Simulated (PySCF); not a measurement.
## AuH₃, singlet: molecular constants

Method: PBE0/[Au def2-TZVP with ECP60, H def2-TZVP], scalar-relativistic core potentials, density fitting, no spin–orbit coupling, PySCF.

The structure is a minimum.

```xyz
4
charge 0 multiplicity 1, angstrom
Au    0.0101    0.0000    0.0000
H    -1.7820    0.4012    0.0000
H     1.5859    0.0000    0.0000
H    -1.7820   -0.4012    0.0000
```

```
Point group                                                                   : C2v
Bond lengths                                                                  : Au–H 1.576 Å, Au–H 1.836 Å (×2), H–H 0.802 Å
Bond angles                                                                   : Au–H–H 77.4° (×2), H–Au–H 25.2°, H–Au–H 167.4° (×2)
Principal polarisabilities                                                    : 31.9, 34.1, 42.0 bohr³
Highest occupied level                                                        : -7.50 eV
Entropy at 298.15 K and 1 bar                                                 : 235.7 J/(mol K)
Atomisation energy without zero-point energy                                  : 773 kJ/mol
Enthalpy at 298.15 K above 0 K                                                : 10.90 kJ/mol
Principal quadrupole moments (Buckingham, traceless) about the centre of mass : -1.74, -0.88, 2.62 D Å
Rotational constants                                                          : 51.97, 1.882, 1.817 cm⁻¹
Dipole moment                                                                 : 2.73 D
Rotational symmetry number                                                    : 2
Lowest empty level                                                            : -0.92 eV
Zero-point energy                                                             : 55.5 kJ/mol
Heat capacity Cp at 298.15 K                                                  : 44.5 J/(mol K)
```

Harmonic modes (masses in u: Au 196.967, H 1.008):
| symmetry | ω (cm⁻¹) | IR (km/mol) | μ (u) |
| --- | --- | --- | --- |
| b2 | 591 | 10.7 | 1.02 |
| b1 | 646 | 3.8 | 1.02 |
| a1 | 852 | 0.2 | 1.02 |
| b2 | 1350 | 12.9 | 1.01 |
| a1 | 2224 | 22.1 | 1.01 |
| a1 | 3620 | 0.2 | 1.01 |

In C2v the vibrations span 2b2 + b1 + 3a1. Here b1 is antisymmetric to the molecular plane and b2 lies in it.

Charges (e):
```csv
atom,Mulliken,Löwdin,polar tensor,Mayer order to Au1
Au1,-0.04,0.06,0.03,–
"H2,4",0.06,0.07,0.06,0.22
H3,-0.08,-0.21,-0.16,0.96
```
Other Mayer orders above 0.3: H–H 0.74.

Mulliken populations on Au1 (electrons outside its core potential): s 3.28, p 6.11, d 9.65, f 0.01.

Outer orbital energies (eV). occupied: -15.96, -10.46, -9.78, -9.54, -8.95, -8.95, -7.50; empty: -0.92, -0.18, 0.50, 2.33.

Stability towards spin polarisation was not tested. Only a few start shapes were tried, so a lower isomer may exist. No spin–orbit coupling is included, which matters more the heavier the element.

The final relaxation and frequency run took 24 s on 2 threads of a shared Arm Neoverse N1 host, with 58 basis functions and 12 gradients; the process peaked at 0.76 GiB.
